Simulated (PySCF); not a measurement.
S²⁺ (sulfur, charge +2) across methods

[Ne] 3s1 3p3, 3s spin antiparallel (an excited configuration). All numbers are calculated (PySCF 2.14, the spin-free X2C one-electron Hamiltonian (Gaussian nucleus), in x2c-QZVPPall (9s6p4d2f1g, 70 functions)). The B2PLYP total includes its PT2 part (frozen core); its orbital energies are those of the SCF part.

| method | E (hartree) | mean ε 2p β (eV) | mean ε 3s β (eV) | mean ε 3p α (eV) | Σ⟨r²⟩ (bohr²) | ⟨S²⟩ |
| --- | --- | --- | --- | --- | --- | --- |
| PBE0 | -397.3798 | -189.87 | -39.918 | -30.746 | 15.56 | 3.000 |
| revPBE | -397.4888 | -183.14 | -38.333 | -29.527 | 15.50 | 3.000 |
| B2PLYP | -397.4041 | -197.00 | -41.241 | -31.664 | 15.70 | 3.000 |
| PBE | -397.3841 | -183.16 | -38.412 | -29.533 | 15.50 | 3.000 |
| LDA | -396.1583 | -183.05 | -38.610 | -29.502 | 15.49 | 3.000 |
| r2SCAN | -397.4872 | -186.01 | -38.640 | -29.906 | 15.56 | 3.000 |
| UHF | -396.86377 | -208.76 | -43.019 | -33.488 | 15.95 | 3.000 |
| wB97M-V | -397.5022 | -192.02 | -42.622 | -32.813 | 15.62 | 3.000 |
| B3LYP | -397.5474 | -188.68 | -39.823 | -30.396 | 15.55 | 3.000 |

With the s spin flipped the determinant is a mixture of two multiplicities, not a spectroscopic state.
